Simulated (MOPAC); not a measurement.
Input for MOPAC: PM7 on GaO, 2S+1 = 2, a spin state set in the input, which need not be the lowest, a point of a bond scan (R = 1.712 Å).

```
PM7 1SCF PRECISE CHARGE=0 UHF MS=0.5 THREADS=1
GaO

O      0.00000000 1     0.00000000 1     0.00000000 1
Ga     0.00000000 1     0.00000000 1     1.71198800 1
```

The log:

```
*******************************************************************************
 **                                                                           **
 **                              MOPAC v23.2.5                                **
 **                                                                           **
 *******************************************************************************
 ** MOPAC's Digital Object Identifier: https://doi.org/10.5281/zenodo.6511958 **
 **                                                                           **
 ** Please cite the open-source release paper for use of this MOPAC version:  **
 ** J. E. Moussa and J. J. P. Stewart (2026)                                  **
 ** MOPAC: An open-source semiempirical molecular orbital program             **
 ** J. Open Source Softw., 11(119), 8025, https://doi.org/10.21105/joss.08025 **
 *******************************************************************************

                              PM7 CALCULATION RESULTS

 *******************************************************************************
 *  PM7        - The PM7 Hamiltonian to be used
 *  UHF        - UNRESTRICTED HARTREE-FOCK CALCULATION
 *
 *
 *
 *                 CHARGE ON SYSTEM = 0
 *
 *
 *
 *  MS=        - IN MECI, MAGNETIC COMPONENT OF SPIN =  0.5
 *  PRECISE    - TIGHTER CRITERIA TO BE USED
 *  1SCF       - DO 1 SCF AND THEN STOP
 *  THREADS=1  - MULTI-THREADING NOT USED
 *  T=         - A TIME OF 172800.0 SECONDS REQUESTED
 *  DUMP=N     - RESTART FILE WRITTEN EVERY 7200.0 SECONDS REQUESTED
 *******************************************************************************
PM7 1SCF PRECISE CHARGE=0 UHF MS=0.5 THREADS=1
 GaO

   ATOM   CHEMICAL          X               Y               Z
  NUMBER   SYMBOL      (ANGSTROMS)     (ANGSTROMS)     (ANGSTROMS)

     1       O          0.00000000  *   0.00000000  *   0.00000000  *
     2      Ga          0.00000000  *   0.00000000  *   1.71198800  *



          CARTESIAN COORDINATES

    NO.       ATOM           X           Y           Z

     1         O          0.0000      0.0000      0.0000
     2        Ga          0.0000      0.0000      1.7120

 General Reference for PM7:
 "Optimization of Parameters for Semiempirical Methods VI: More Modifications to the
 NDDO Approximations and Re-optimization of Parameters", J. J. P. Stewart, J. Mol. Mod., 1:32, 19 (2013)
 https://link.springer.com/article/10.1007/s00894-012-1667-x

           Empirical Formula: O Ga  =     2 atoms



      MOLECULAR POINT GROUP   :   C*v


          UHF CALCULATION, NO. OF ALPHA ELECTRONS =    5
                           NO. OF BETA  ELECTRONS =    4

 -------------------------------------------------------------------------------
 PM7 1SCF PRECISE CHARGE=0 UHF MS=0.5 THREADS=1
 GaO



     1SCF WAS SPECIFIED, SO BFGS WAS NOT USED
     SCF FIELD WAS ACHIEVED


                              PM7 CALCULATION
                                                       MOPAC v23.2.5 Linux




          FINAL HEAT OF FORMATION =         34.37588 KCAL/MOL =     143.82869 KJ/MOL


          COSMO AREA              =         71.10 SQUARE ANGSTROMS
          COSMO VOLUME            =         54.02 CUBIC ANGSTROMS

          IONIZATION POTENTIAL    =         10.434450 EV
          ALPHA SOMO LUMO (EV)    =        -11.008  1.218
          BETA  SOMO LUMO (EV)    =        -10.434 -2.241
          NO. OF ALPHA ELECTRONS  =          5
          NO. OF BETA  ELECTRONS  =          4
          MOLECULAR WEIGHT        =         85.7344         POINT GROUP:  C*v

          MOLECULAR DIMENSIONS (Angstroms)

            Atom       Atom       Distance
           Ga     2    O     1     1.71199
           Ga     2    O     1     0.00000
            O     1   Ga     2     0.00000


          SCF CALCULATIONS        =          1





   ATOM   CHEMICAL          X               Y               Z
  NUMBER   SYMBOL      (ANGSTROMS)     (ANGSTROMS)     (ANGSTROMS)

     1       O          0.00000000  *   0.00000000  *   0.00000000  *
     2      Ga          0.00000000  *   0.00000000  *   1.71198800  *

                             CARTESIAN COORDINATES

   1    O        0.000000000     0.000000000     0.000000000
   2   Ga        0.000000000     0.000000000     1.711988000


           Empirical Formula: O Ga  =     2 atoms



      MOLECULAR POINT GROUP   :   C*v


          ALPHA EIGENVALUES
 -26.77554 -16.66974 -11.25811 -11.25811 -11.00754   1.21826   1.21826   3.63463


           BETA EIGENVALUES
 -24.15314 -13.67305 -10.43445 -10.43445  -2.24107   1.24116   1.24116   3.97879


              NET ATOMIC CHARGES AND DIPOLE CONTRIBUTIONS

  ATOM NO.   TYPE          CHARGE      No. of ELECS.   s-Pop       p-Pop
    1          O          -0.641599        6.6416     1.87086     4.77074
    2         Ga           0.641599        2.3584     1.74907     0.60933
 DIPOLE           X         Y         Z       TOTAL
 POINT-CHG.     0.000     0.000     5.276     5.276
 HYBRID         0.000     0.000    -1.567     1.567
 SUM            0.000     0.000     3.709     3.709


          ATOMIC ORBITAL ELECTRON POPULATIONS

     Atom    s        px        py        pz
    1  O   1.87086   1.87421   1.87421   1.02232
    2 Ga   1.74907   0.12579   0.12579   0.35775


                    (SZ)    =    0.500000
                    (S**2)  =    0.763676


          ATOMIC ORBITAL SPIN POPULATIONS

    Atom   Total    s     px     py     pz
         Atomic
    1  O  0.7327  0.022  0.019  0.019  0.673
    2 Ga  0.2673  0.095 -0.019 -0.019  0.210

 **********************
 *                    *
 * JOB ENDED NORMALLY *
 *                    *
 **********************




 == MOPAC DONE ==
```

The run finished.

Cost: about 0.020 core-seconds (a rough figure).
